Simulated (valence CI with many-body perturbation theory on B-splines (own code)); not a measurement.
The numbers below are computed, except where a source is named.
## A CI+MBPT run for Cl V

Method: relativistic CI+MBPT: three valence electrons over a frozen Dirac-Fock core [Ne], a basis of 6 s, 6 p, 5 d, 3 f, 1 g functions for each j, with the one-electron correlation potential Σ1 (screened to all orders), the two-electron term Σ2, the three-electron term Σ3, Breit, model QED; selected single and double excitations, second order for the rest, scaled by the run's own slope (own B-spline code, finite nucleus).

Command, and the settings that its task file holds:

```sh
python run_cv.py task.json out
```

```
atom Cl  Z=17  mass_number=35  rms_radius_fm=3.3654
core [Ne]
valence 3s2 3p1
avg = 1
basis = S
breit = 1
cap = 10000
capref = 1200
cscale = 1
de = 0.0
dress = 0
eps = 2e-08
extrap = 1
h = 0.27
hh = 1
l2 = 3
lcore = 6
maxit = 60
n2 = 5
natural = 1
nlev = 21
nno = [3, 3, 3, 2, 1]
nroot = 26
nsp = [3, 3, 2, 1, 0]
pt2 = 1
qed = 1
rpa = 1
s1 = 1.1
s2 = 1.2
s3 = 1
screen = 1
tol = 2e-05
whole = 1
```

It took 9.5 s on 1 thread of Arm Neoverse V2, on a shared host.

Log. The first blocks belong to the next ion, which gives the ionisation energy. Fields: 2J, parity (1 odd), roots, reference size, generating configurations, candidates as configurations/state functions, variational space P, stored matrix elements, Davidson steps; e2 is the range of second-order energies in hartree. The first line gives the box (bohr), its intervals, the orbitals and the steps of their self-consistent field. Window is the range of levels sought, series limit the energy at which the first omitted orbital would enter, core excitation an estimate of the first excitation out of the core, left out the lowest levels not solved, and shifts from estimates the range by which levels moved from their first estimate, all in cm⁻¹.

```
rmax 15.8 intervals 65 orbitals 36 references ['3s2 3p', '3s 3p2', '3s2 3d'] scf 7 t 1.1
2J=0 par=0 roots 2 ref 15 generators 8 cand 92/92 P 107/107 nnz 0 it 0
   second order: generators 21 cand 0/0 e2 -0.00000 -0.00000
reference levels 199, estimated 52, window 256291 1/cm; series limit 425898, core excitation 1708060
2J=1 par=1 roots 3 ref 18 generators 10 cand 25/36 P 1379/2015 nnz 0 it 3
2J=1 par=1 roots 3 ref 18 generators 26 cand 185/286 P 1564/2301 nnz 0 it 5
   second order: generators 59 cand 1428/2109 e2 -0.00001 -0.00000
2J=3 par=1 roots 6 ref 26 generators 15 cand 135/278 P 1430/2882 nnz 1.2e+06 it 3
2J=3 par=1 roots 6 ref 26 generators 36 cand 203/452 P 1633/3334 nnz 1.6e+06 it 5
   second order: generators 77 cand 1989/4172 e2 -0.00001 -0.00000
2J=1 par=0 roots 4 ref 29 generators 17 cand 229/357 P 1132/1668 nnz 0 it 4
2J=1 par=0 roots 4 ref 29 generators 38 cand 368/539 P 1500/2207 nnz 0 it 5
   second order: generators 83 cand 1636/2382 e2 -0.00001 -0.00000
2J=3 par=0 roots 5 ref 38 generators 22 cand 257/508 P 1476/3061 nnz 1.3e+06 it 5
2J=3 par=0 roots 5 ref 38 generators 43 cand 467/974 P 1943/4035 nnz 2.1e+06 it 7
   second order: generators 89 cand 1798/3696 e2 -0.00002 -0.00000
2J=5 par=0 roots 4 ref 33 generators 19 cand 226/489 P 1450/3206 nnz 1.5e+06 it 5
2J=5 par=0 roots 4 ref 33 generators 37 cand 377/860 P 1827/4066 nnz 2.2e+06 it 5
   second order: generators 74 cand 1990/4702 e2 -0.00002 -0.00000
2J=5 par=1 roots 3 ref 18 generators 7 cand 94/198 P 1245/2752 nnz 1.2e+06 it 3
2J=5 par=1 roots 3 ref 18 generators 30 cand 179/394 P 1424/3146 nnz 1.5e+06 it 8
   second order: generators 57 cand 2303/5493 e2 -0.00001 -0.00001
2J=7 par=1 roots 2 ref 9 generators 7 cand 47/83 P 1131/2524 nnz 1e+06 it 3
2J=7 par=1 roots 2 ref 9 generators 26 cand 152/297 P 1283/2821 nnz 1.3e+06 it 4
   second order: generators 45 cand 1900/4651 e2 -0.00001 -0.00001
2J=9 par=1 roots 1 ref 2 generators 2 cand 162/335 P 678/1371 nnz 0 it 3
2J=9 par=1 roots 1 ref 2 generators 12 cand 142/250 P 820/1621 nnz 0 it 4
   second order: generators 22 cand 1540/3661 e2 -0.00001 -0.00001
left out: unestimated 361300, estimated 271954, shifts from estimates -11 to 1
operators 0.5
```

The Davidson iterations converged.

No measured levels were compared; by estimate levels hold to about 100 cm⁻¹ or 0.05 % of their energy and the worst to 300 or 400 cm⁻¹, as in measured light ions of charge 2 to 7.

- Valence energy: -10.24909 hartree
- Ionisation energy: 67.731 eV (NIST: 67.68 ± 0.1 eV (semi-empirical))
- Reference configurations for the orbitals: 3s2 3p, 3s 3p2, 3s2 3d
- Radial orbitals: 36
- Box radius: 15.75 bohr
- Largest variational space: 4066
- Lowest levels: 3s2 3p 2P°_1/2 0.0, 3s2 3p 2P°_3/2 1496, 3s 3p2 4P_1/2 85572, 3s 3p2 4P_3/2 86112, 3s 3p2 4P_5/2 86959, 3s 3p2 2D_3/2 113300, 3s 3p2 2D_5/2 113380, 3s 3p2 2S_1/2 146840, 3s 3p2 2P_1/2 157790, 3s 3p2 2P_3/2 158760, 3s2 3d 2D_3/2 185840, 3s2 3d 2D_5/2 185870, 3p3 2D°_3/2 222530, 3p3 2D°_5/2 222670 cm⁻¹

Names give the largest LS component (configuration and term), which can be under half, so a name can repeat, a term be missing and a line seem to break the LS rules; names also repeat where a configuration has a term twice.
